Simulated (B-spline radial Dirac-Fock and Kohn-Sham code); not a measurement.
Photoabsorption cross section of Ni⁸⁺ by shell

System: Ni⁸⁺, configuration [Ar] 3d2.

Calculated with a B-spline atomic structure program, using independent-particle photoionisation in a Dirac-Hartree-Slater potential with a Latter tail, all multipoles, thresholds from Dirac-Fock ΔSCF.

Computed thresholds (eV): K 8548.6, L1 1234.0, L2 1092.9, L3 1075.8, M1 306.0, M2 258.1, M3 255.3, M4 190.5, M5 190.1.

| photon energy (eV) | total (b) | K (%) | L (%) | M (%) |
| --- | --- | --- | --- | --- |
| 252 | 632400 | – | – | 100.0 |
| 300 | 1.301e+06 | – | – | 100.0 |
| 600 | 409200 | – | – | 100.0 |
| 800 | 223800 | – | – | 100.0 |
| 1390 | 514400 | – | 87.5 | 12.5 |
| 4000 | 32640 | – | 86.2 | 13.8 |
| 8047.8 | 4691 | – | 85.7 | 14.3 |
| 9110 | 26120 | 87.3 | 10.8 | 1.8 |
| 27600 | 1236 | 89.2 | 9.2 | 1.6 |
| 37400 | 509.2 | 89.4 | 9.1 | 1.6 |
| 103000 | 23.96 | 89.6 | 8.9 | 1.5 |

**Question.** With what power of the photon energy does the total fall between 37400 and 103000 eV?

**Answer.** As E^-3.02. The non-relativistic Born limit for an s electron far above threshold is E^-3.5; near threshold and at relativistic energies the fall is slower.
